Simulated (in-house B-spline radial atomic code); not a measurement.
RPA and G0W0 on wB97X: Cr⁺

Configuration [Ar] 3d5, highest spin, mean-field start wB97X. Computed with an all-electron radial atomic-structure program (B-spline basis): all electrons, scalar-relativistic (spin-free one-electron X2C), finite nucleus, each spin shell either full or empty, empty states to l = 9 with an (l + 1/2)⁻⁴ tail; G0W0 by contour deformation at full frequency.

Command:
```bash
python run_gw.py task.json out
```
Settings (radii: box in bohr, nucleus in fm):
```
Z                        24
electrons                23
configuration            [Ar] 3d5
hamiltonian              x2c
method                   wb97x
lmax                     9
rms_radius               3.6452
spin_polarised           True
box_radius               23.78
intervals                71
```

Run time, properties included: 5.8 s on 1 thread of Arm Neoverse N1, with other jobs on the host.

Energies (hartree):

```
                                     term        value
                         mean-field total  -1050.54647
Hartree-Fock functional on these orbitals  -1049.44115
                      direct second order      -1.7245
                    second-order exchange      0.56954
                         SOSEX correction      0.51742
```

**Question.** What is the RPA correlation energy, and what remains with SOSEX?

**Answer.** RPA gives -1.4867 hartree (-1.76 eV per electron); RPA + SOSEX gives -0.96925, and the second-order doubles -1.155 hartree (no singles). RPA lacks exchange-type terms and so overcorrelates at short range.

Quasi-particle levels (eV):

| level | occupied | mean field | Σx - vxc | Σc | QP weight | G0W0 |
| --- | --- | --- | --- | --- | --- | --- |
| 3d up | yes | -14.818 | -3.06 | ? | ? | ? |
| 3p down | yes | -54.00 | -4.32 | 2.36 | 0.862 | -55.96 |
| 4s up | no | -6.544 | 0.60 | -0.93 | 0.975 | -6.879 |

G0W0 = mean field + (Σx - vxc) + Σc, with Σc (partial-wave tail included) taken at the quasi-particle energy. Only the outer levels were computed. Levels of low weight are left out.

**Question.** Where does G0W0 put 3d up?

**Answer.** At -16.911 eV, with Σc = 0.97 eV and a quasi-particle weight of 0.899. The tabulated removal energy is 16.486 eV (NIST, measured); the calculation leaves out spin-orbit coupling, Breit and QED terms, and what these don't explain is the method's own error.
